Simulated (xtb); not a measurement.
xtb input:

```bash
xtb mol.xyz --gfn 2 --sp --chrg 1 --uhf 0
```
mol.xyz:
```
4

Ir    -0.01134750    -0.01912641     0.00044606
O      1.71105170     0.10734678    -0.00339405
O     -0.72621732     1.55260868    -0.03531928
O     -0.87561468    -1.47586375     0.03441996
```

Problem. Predict the final energy.

Solution. -15.20807 Eh (GFN2-xTB).

This state (charge 1, singlet) is run at the relaxed geometry of the species with charge 0 and multiplicity 2.
